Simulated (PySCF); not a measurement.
**Al⁻ (aluminium, charge -1) across methods**

[Ne] 3s2 3p2, high-spin 3P determinant. All numbers are calculated (PySCF 2.14, the non-relativistic Hamiltonian (point nucleus), in aug-cc-pV(T+d)Z (6s5p4d2f, 55 functions)). The B2PLYP total includes its PT2 part (frozen core); its orbital energies are those of the SCF part.

| method | E (hartree) | mean ε 3s α (eV) | mean ε 3s β (eV) | mean ε 3p α (eV) | Σ⟨r²⟩ (bohr²) | ⟨S²⟩ |
| --- | --- | --- | --- | --- | --- | --- |
| UHF | -241.87981 | -6.847 | -4.494 | -0.605 | 73.59 | 2.018 |
| PBE | -242.2511 | -3.058 | -2.189 | 1.317 | 77.88 | 2.004 |
| LDA | -241.3354 | -3.242 | -2.426 | 1.255 | 80.38 | 2.001 |
| wB97M-V | -242.3651 | -6.315 | -5.281 | -0.426 | 78.53 | 2.004 |
| revPBE | -242.3374 | -2.993 | -2.109 | 1.343 | 77.04 | 2.005 |
| r2SCAN | -242.3568 | -3.220 | -2.178 | 1.216 | 74.94 | 2.010 |
| TPSS | -242.4016 | -3.094 | -1.972 | 1.370 | 73.81 | 2.006 |
| B2PLYP | -242.2648 | -5.117 | -3.654 | 0.415 | 76.18 | 2.007 |

(1) Estimate the same row for PBE0.

The highest occupied level is positive at PBE, LDA, revPBE, r2SCAN, TPSS, PBE0, B2PLYP: only the finite basis holds that electron, which in a density functional comes from self-interaction.

## Answers

(1) E (hartree) = -242.2720; mean ε 3s α (eV) = -4.084; mean ε 3s β (eV) = -2.902; mean ε 3p α (eV) = 0.808; Σ⟨r²⟩ (bohr²) = 74.09; ⟨S²⟩ = 2.006.
